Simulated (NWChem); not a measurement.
**silicon monosulfide (SSi) in NWChem**

```xyz
2

Si     0.0000     0.0000     1.0345
S      0.0000     0.0000    -0.9052
```
Charge 0, spin multiplicity 1.

The numbers come from NWChem runs, not from measurements. The geometry was optimised at PBE0/def2-SVP, a minimum by its harmonic frequencies.

Symmetry labels belong to the abelian group C2v used in the runs, with the axes of the coordinates shown; states degenerate in a higher group split over its labels.

B3LYP has NWChem's definition, with VWN1-RPA local correlation.

### Question
List the lowest 6 singlet excitations that TD-B3LYP/aug-cc-pVDZ, VWN1-RPA local correlation gives, with oscillator strengths.

### Answer
```json
[
 {"state": "1", "symmetry": "a2", "energy (eV)": "4.05", "wavelength (nm)": "306", "f": "0.000"},
 {"state": "2", "symmetry": "a1", "energy (eV)": "4.28", "wavelength (nm)": "290", "f": "0.000"},
 {"state": "3", "symmetry": "a2", "energy (eV)": "4.28", "wavelength (nm)": "290", "f": "0.000"},
 {"state": "4", "symmetry": "b2", "energy (eV)": "4.43", "wavelength (nm)": "280", "f": "0.022"},
 {"state": "5", "symmetry": "b1", "energy (eV)": "4.43", "wavelength (nm)": "280", "f": "0.022"},
 {"state": "6", "symmetry": "a1", "energy (eV)": "6.01", "wavelength (nm)": "206", "f": "0.142"}
]
```
